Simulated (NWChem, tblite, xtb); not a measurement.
SiNH2Cl2F (SMILES N[Si](F)(Cl)Cl): methods side by side

SiNH2Cl2F: 7 atoms, total charge 0, spin state singlet. SMILES: `N[Si](F)(Cl)Cl`. Geometry: relaxed at PBE0-D4/def2-TZVP. This is one conformer, not always the lowest.

| atom | x (Å) | y (Å) | z (Å) |
| --- | --- | --- | --- |
| N | -1.0590 | 0.0858 | 0.1917 |
| Si | 0.5865 | -0.0794 | -0.0803 |
| F | 1.3780 | -0.8295 | 1.0697 |
| Cl | 0.8820 | -1.1814 | -1.7562 |
| Cl | 1.4297 | 1.7592 | -0.2166 |
| H | -1.7153 | -0.6488 | -0.0087 |
| H | -1.4406 | 0.8262 | 0.7546 |

Quantity: the dipole moment, in D. The values are calculated.

```json
{"level": "GFN2-xTB", "kind": "semi-empirical", "program": "tblite", "value (D)": "3.21"}
{"level": "GFN1-xTB", "kind": "semi-empirical", "program": "tblite", "value (D)": "3.35"}
{"level": "IPEA1-xTB", "kind": "semi-empirical", "program": "tblite", "value (D)": "4.27"}
{"level": "GFN0-xTB", "kind": "semi-empirical", "program": "xtb", "value (D)": "2.74"}
{"level": "HF/STO-3G", "kind": "Hartree–Fock", "program": "NWChem", "value (D)": "3.37"}
{"level": "HF/3-21G", "kind": "Hartree–Fock", "program": "NWChem", "value (D)": "3.84"}
{"level": "TPSS/def2-TZVP", "kind": "meta-GGA", "program": "NWChem", "value (D)": "2.58"}
{"level": "B3LYP/6-31G* (spherical functions)", "kind": "global hybrid", "program": "NWChem", "value (D)": "2.98"}
{"level": "B3LYP/6-31G* (Cartesian functions)", "kind": "global hybrid", "program": "NWChem", "value (D)": "2.98"}
```

The values span 2.58 to 4.27 D. Sets without polarisation functions give poor dipoles.
